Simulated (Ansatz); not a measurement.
Start from `[OH][Mo]([OH])([F])([F])([F])[F]` and change one atom or group to get `[OH][Mo]([OH])([OH])([F])([F])[F]`.

Ansatz, PBE0-D4/def2-TZVP geometries, multiplicity 1. Each molecule was computed in one conformer, which needn't be the lowest.

Elements past krypton have def2 core potentials.

```
                                          property  `[OH][Mo]([OH])([F])([F])([F])[F]`
               HOMO energy (B3LYP/def2-TZVPP) / eV                              -10.41
               HOMO–LUMO gap (PBE/def2-TZVPP) / eV                                3.82
    size of the dipole moment (PBE/def2-TZVPP) / D                                2.95
size of the dipole moment (ωB97M-V/def2-TZVPP) / D                                3.11
             LUMO energy (ωB97M-V/def2-TZVPP) / eV                               -2.36
  size of the dipole moment (B3LYP/def2-TZVPP) / D                                3.12
```

Question: Give the same properties after the change, and the shifts. (Best estimate.)

Answer: The calculation gave: 
```csv
property,`[OH][Mo]([OH])([OH])([F])([F])[F]`,shift
HOMO energy (B3LYP/def2-TZVPP) / eV,-9.97,0.44
HOMO–LUMO gap (PBE/def2-TZVPP) / eV,3.89,0.07
size of the dipole moment (PBE/def2-TZVPP) / D,2.23,-0.72
size of the dipole moment (ωB97M-V/def2-TZVPP) / D,2.39,-0.72
LUMO energy (ωB97M-V/def2-TZVPP) / eV,-1.94,0.42
size of the dipole moment (B3LYP/def2-TZVPP) / D,2.39,-0.73
```

Dipoles are sizes alone; their direction can turn.

B3LYP here is the variant with VWN-RPA as its local correlation; programs differ in this.
